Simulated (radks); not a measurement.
The numbers below are computed, except where a source is named.
Problem. Orbital eigenvalues (eV) of the phosphorus ion P+, [Ne] 3s2 3p2, of relativity; Dirac values are averaged over j with weights 2j + 1. Spin-unpolarised spherical Kohn-Sham, PBE, point nucleus unless stated (finite: rms radius 3.1889 fm), a radial shooting solver on a logarithmic mesh with Libxc functionals. A level marked "c x" has the speed of light scaled by that factor and shares open shells by 2j + 1; other Dirac levels either fill j = l - 1/2 first or share by 2j + 1.

| shell | non-rel. |
|---|---|
| 1s | -2088.7 |
| 2s | -183.69 |
| 2p | -135.16 |
| 3s | -23.206 |
| 3p | -14.227 |
| 3d (empty) | -3.8873 |

Give the values at the level "Dirac, low j first".

Solution. 
shell       Dirac, low j first  change of magnitude (%)
1s                     -2094.8                    +0.29
2s                     -184.57                    +0.47
2p                     -135.09                    -0.05
3s                     -23.266                    +0.26
3p                     -14.197                    -0.21
3d (empty)             -3.8658                    -0.55
